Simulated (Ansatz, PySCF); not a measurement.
Gas-phase reaction in SMILES: c1ccoc1 → [c]1ccoc1 + H atom (the C-H bond at the site shown breaks; other sites are not compared here)
Structures are relaxed separately at B3LYP-D3(BJ)/def2-TZVP in Ansatz (a program for electronic structure). Unstable Hartree-Fock reference: c1ccoc1. Markedly spin-contaminated UHF reference, which strains HF, MP2 and, less, CCSD(T): [c]1ccoc1.

Wanted: bond dissociation energy (electronic energy difference), in kcal/mol. Valence correlation only, unless marked. UHF or UKS for open shells. No spin-orbit coupling. Non-relativistic. 

| level | program | bond dissociation energy (kcal/mol) |
|---|---|---|
| HF/6-31G | Ansatz | 97.6 |
| HF/6-31G* | Ansatz | 97.6 |
| PBE-D4/def2-TZVPD | Ansatz + dftd4 | 122.5 |
| r2SCAN/def2-TZVPD | Ansatz | 120.9 |
| B3LYP/def2-TZVPD | Ansatz | 124.7 |
| PBE0-D4/def2-TZVPD | Ansatz + dftd4 | 123.2 |
| TPSSh/def2-TZVPD | PySCF | 124.0 |
| r2SCAN0-D4/def2-TZVPD | Ansatz + dftd4 | 121.7 |
| CAM-B3LYP/def2-TZVPD | Ansatz | 125.7 |
| B2GP-PLYP-D3(BJ)/def2-TZVPD | Ansatz + dftd3 | 125.5 |
| B2GP-PLYP-D4/def2-TZVPD | Ansatz + dftd4 | 125.5 |
| B2PLYP-D3(BJ)/def2-TZVPD | Ansatz + dftd3 | 125.1 |
| B2PLYP/def2-TZVPD | Ansatz | 124.8 |
| CCSD(T)/STO-3G | Ansatz | 134.1 |
